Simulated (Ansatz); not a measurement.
Consider the ligand exchange at the In–N bond: `[NH2][In]([NH2])[O][SiH3]` + H₂S → `[NH2][In]([SH])[O][SiH3]` + NH₃.

Isolated molecules relaxed with PBE0-D4/def2-TZVP in Ansatz; ΔE leaves out vibrations. CCSD(T)/CBS is the MP2 limit (def2-TZVPP, def2-QZVPP) plus CCSD(T) − MP2 in def2-TZVPP, frozen cores. This one scheme is used for every species. DFT in def2-TZVPP. B3LYP here is the variant with VWN-RPA as its local correlation; programs differ in this. def2 core potentials past Kr. For In outer-core shells are correlated without core-valence functions, which leaves a few kJ/mol of doubt a bond. One conformer a species, not always the lowest.

```json
{"level": "r2SCANh-D4", "ΔE (kJ/mol)": "-89.6"}
{"level": "B3LYP", "ΔE (kJ/mol)": "-84.2"}
```

Problem. What does CCSD(T)/CBS give? (An estimate is asked.)

Solution. Computed: -82.5 kJ/mol. The listed levels differ from it by -7.1, -1.7 kJ/mol.

Largest T1 diagnostic among the species: 0.015.

In def2-TZVPP, CCSD(T) changes the Hartree–Fock value by +7.4 kJ/mol (the triples alone add −0.2 kJ/mol) and MP2 by +5.1 kJ/mol. Leaving LDA and LC-ωPBE aside and taking each functional with its dispersion term where it has one, the values, not all of them listed here, spread over 9.5 kJ/mol, from r2SCAN0-D4 to CAM-B3LYP-D4. From BLYP to BHLYP (50 % exact exchange), in def2-TZVPP and without D4, ΔE moves by −5.1 kJ/mol.

CCSD(T)/CBS has its own doubt, a few kJ/mol and more with outer-core shells, so smaller differences from it don't rank the levels.
